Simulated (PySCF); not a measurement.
## Relaxation of triplet Cd2Se

Computed with UPBE0/[Se def2-TZVP, Cd def2-TZVP with ECP28], scalar-relativistic core potentials, density fitting, no spin–orbit coupling, PySCF. A (50,194) grid was used.

A hand-made linear start, of D∞h symmetry, held to at least that symmetry:

```xyz
3
charge 0 multiplicity 3, angstrom
Se    0.0000    0.0000    0.0000
Cd    0.0000    0.0000    2.5200
Cd    0.0000    0.0000   -2.5200
```

Question: What does it relax to?

Answer: It ends at D∞h with Se–Cd 2.481 Å (×2); Cd–Se–Cd 180.0°. A frequency run shows 2 imaginary modes (one degenerate set), down to 167i cm⁻¹, so it is a higher-order saddle point.

Question: How much energy is released, and in how many steps?

Answer: 1.2 kJ/mol in 3 steps.

The relaxation took roughly 2.8 core-minutes on a shared host.
